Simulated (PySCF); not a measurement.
A PySCF script (with the pyscf-properties extension) for the NMR shieldings of SMILES C/C(C[SiH2]C#C)=C\SC, C7H12SSi, on a GFN2-xTB geometry:

```python
import basis_set_exchange as bse
import numpy as np
from pyscf import gto, dft
from pyscf.prop import nmr

atoms = """
C    -1.602482    2.609129   -1.088034
C    -2.022064    1.543087   -0.723187
Si   -2.647624   -0.097084   -0.141982
C    -1.342729   -0.790398    1.075213
C    -0.018503   -0.976640    0.407346
C     0.176051   -2.250356   -0.351339
C     0.903428   -0.019883    0.456120
S     2.468352   -0.086473   -0.354433
C     3.271895    1.322753    0.463262
H    -1.237610    3.542400   -1.410281
H    -2.810954   -0.986239   -1.297116
H    -3.919012    0.095710    0.566354
H    -1.689118   -1.744049    1.475275
H    -1.246041   -0.098672    1.913545
H    -0.470548   -2.268697   -1.228694
H     1.207439   -2.342858   -0.682897
H    -0.076568   -3.108437    0.271154
H     0.736227    0.904117    0.987072
H     3.327532    1.138747    1.532325
H     2.712175    2.230815    0.256721
H     4.271232    1.399972    0.047697
"""
names = dict.fromkeys(["C", "Si", "S", "H"], "pcSseg-1")
basis = {el: gto.basis.parse(bse.get_basis(n, elements=[el], fmt="nwchem")) for el, n in names.items()}
mol = gto.M(atom=atoms, basis=basis, charge=0, verbose=0)
mf = dft.RKS(mol, xc="PBE0")
mf.grids.level = 2
mf.grids.alignment = dft.numint.BLKSIZE   # the property module wants whole blocks of grid points
mf.conv_tol = 1e-9
mf.kernel()

calc = nmr.RKS(mf)   # GIAO
C = mf.mo_coeff
Co = C[:, mf.mo_occ > 0]
resp = mf.gen_response(singlet=True, hermi=2)
def vind(x):   # induced exchange potential for any number of trial vectors
    d = np.einsum("pi,xij,qj->xpq", C, 2 * x.reshape(-1, C.shape[1], Co.shape[1]), Co, optimize=True)
    return np.einsum("xpq,pi,qj->xij", resp(d - d.transpose(0, 2, 1)), C, Co, optimize=True).ravel()
mo1, _ = nmr.rhf.solve_mo1(calc, with_cphf=vind)
sigma = calc.kernel(mo1)
for i, s in enumerate(sigma):   # ppm
    w = np.linalg.eigvalsh((s + s.T) / 2)
    print("%2d %-2s iso %8.1f  s11 %8.1f  s22 %8.1f  s33 %8.1f" % (i, mol.atom_pure_symbol(i), w.mean(), *w))
```

**Question.** Give the expected output.

**Answer.** 
```
 0 C  iso     81.6  s11     -4.1  s22     -0.1  s33    249.1
 1 C  iso    100.3  s11      3.3  s22     10.1  s33    287.5
 2 Si iso    417.1  s11    381.6  s22    419.5  s33    450.1
 3 C  iso    159.7  s11    143.0  s22    150.4  s33    185.5
 4 C  iso     55.5  s11    -50.7  s22     58.3  s33    159.0
 5 C  iso    165.6  s11    150.1  s22    161.5  s33    185.3
 6 C  iso     54.9  s11    -31.3  s22     86.0  s33    110.1
 7 S  iso    512.2  s11    355.6  s22    469.8  s33    711.1
 8 C  iso    165.4  s11    146.0  s22    163.1  s33    187.1
 9 H  iso     29.8  s11     24.2  s22     25.5  s33     39.8
10 H  iso     27.3  s11     23.8  s22     26.1  s33     32.0
11 H  iso     27.3  s11     23.3  s22     25.3  s33     33.2
12 H  iso     30.2  s11     26.0  s22     29.0  s33     35.7
13 H  iso     29.6  s11     25.8  s22     28.5  s33     34.5
14 H  iso     29.9  s11     25.5  s22     29.0  s33     35.3
15 H  iso     29.5  s11     23.5  s22     31.3  s33     33.6
16 H  iso     30.3  s11     26.0  s22     28.1  s33     36.7
17 H  iso     26.2  s11     23.1  s22     24.3  s33     31.3
18 H  iso     29.4  s11     24.2  s22     27.3  s33     36.5
19 H  iso     29.3  s11     23.9  s22     28.2  s33     35.8
20 H  iso     29.8  s11     24.8  s22     26.5  s33     37.9
```

These numbers come from an equivalent density-fitted implementation of the same equations, which agrees with the script to about 0.01 ppm for H and up to a few tenths of a ppm for heavy atoms, so last digits may differ.

**Question.** Turn these shieldings into chemical shifts. Referencing at the same level of theory: 13C (186.93 ppm), 29Si (349.16 ppm), 1H (31.72 ppm) against TMS; 33S (503.73 ppm) vs CS2.

**Answer.** Averaging equivalent atoms: C 6: 132.0; C 4: 131.4; C 0: 105.3; C 1: 86.6; C 3: 27.3; C 8: 21.5; C 5: 21.3; Si 2: -67.9; S 7: -8; H 17: 5.49; H 10/11: 4.43; H 18/19/20: 2.25; H 9: 1.90; H 14/15/16: 1.83; H 12/13: 1.81 ppm. 

Size and cost of the density-fitted run: 227 basis functions, 120 s wall time on 1 thread of an Intel Xeon, shared host; peak memory 1.1 GiB.
